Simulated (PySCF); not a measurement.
# Atomic charges by several schemes

Compound: C₄H₇BF₂.
Z-matrix (Å and degrees, PBE0-D3(BJ)/def2-SVP geometry), rows numbered from 1:
```
C 
C   1  1.3389
C   2  1.4991  1  122.46
C   2  1.5146  1  121.43  3   177.82
B   4  1.5638  2  107.24  1   -96.91
F   5  1.3234  4  121.63  2   -69.21
F   5  1.3198  4  122.30  2   108.16
H   1  1.0937  2  121.57  3  -179.90
H   1  1.0932  2  121.10  3     0.34
H   3  1.1019  2  110.97  1   122.48
H   3  1.1032  2  110.50  1  -119.62
H   3  1.0984  2  111.78  1     1.20
H   4  1.0989  2  110.94  1    23.14
H   4  1.1029  2  110.17  1   143.35
```

Density: PBE0/pcSseg-1 (PySCF); schemes: Mulliken, IAO, Hirshfeld and ESP-fitted. Isolated species at its PBE0-D3(BJ)/def2-SVP geometry (one conformer only).

Problem. For which atoms does the sign change between the 4 schemes (beyond +0.03 e in one, beyond −0.03 e in another)?

Solution. C2.

Problem. Which atoms carry the lowest charge in the Mulliken, IAO, Hirshfeld and ESP-fitted schemes?

Solution. The schemes don't all agree: Mulliken C2 (-0.495); IAO C4 (-0.461); Hirshfeld C4 (-0.150); ESP-fitted C4 (-0.678).

Problem. Tabulate the Mulliken, IAO, Hirshfeld and ESP-fitted charges.

Solution. In e:

| atom | environment | Mulliken | IAO | Hirshfeld | ESP-fitted |
| --- | --- | --- | --- | --- | --- |
| C1 | terminal =CH2 carbon | -0.075 | -0.340 | -0.118 | -0.671 |
| C2 | fully substituted alkene carbon | -0.495 | +0.045 | +0.019 | +0.455 |
| C3 | allylic carbon | -0.173 | -0.418 | -0.116 | -0.609 |
| C4 | sp3 carbon bound to boron | -0.339 | -0.461 | -0.150 | -0.678 |
| B5 | three-coordinate boron | +0.773 | +0.747 | +0.319 | +0.823 |
| F6 | boron-bound fluorine | -0.296 | -0.317 | -0.134 | -0.317 |
| F7 | boron-bound fluorine | -0.285 | -0.311 | -0.140 | -0.312 |
| H8 | vinylic hydrogen | +0.108 | +0.142 | +0.043 | +0.224 |
| H9 | vinylic hydrogen | +0.111 | +0.144 | +0.043 | +0.224 |
| H10 | methyl hydrogen | +0.138 | +0.152 | +0.040 | +0.178 |
| H11 | methyl hydrogen | +0.129 | +0.146 | +0.045 | +0.164 |
| H12 | methyl hydrogen | +0.118 | +0.146 | +0.047 | +0.169 |
| H13 | methylene hydrogen | +0.140 | +0.163 | +0.049 | +0.170 |
| H14 | methylene hydrogen | +0.145 | +0.161 | +0.051 | +0.183 |

Mean size of the charges over all atoms: ESP-fitted 0.370 e, IAO 0.264 e, Mulliken 0.237 e, Hirshfeld 0.094 e. Each set sums to the total charge, 0, to within 0.001 e. The Mulliken scheme counts on each atom the diagonal of the density matrix times the overlap matrix over that atom's basis functions.

Problem. How closely do the schemes follow one another over all atoms?

Solution. Correlation coefficient and root-mean-square difference: IAO with Hirshfeld 0.99, 0.200 e; IAO with ESP-fitted 0.95, 0.165 e; Hirshfeld with ESP-fitted 0.92, 0.325 e; Mulliken with Hirshfeld 0.86, 0.208 e; Mulliken with IAO 0.84, 0.178 e; Mulliken with ESP-fitted 0.63, 0.338 e.

Problem. How many electrons does the Mulliken scheme count on F6?

Solution. Z − q = 9 − (-0.296) = 9.296.

The run behind these numbers computed NMR shieldings as well. Time: 15 s wall; peak memory 0.88 GiB. Hardware: an Arm Neoverse V1 with one thread, no GPU, shared host with 32 logical CPUs at a one-minute load of 31.
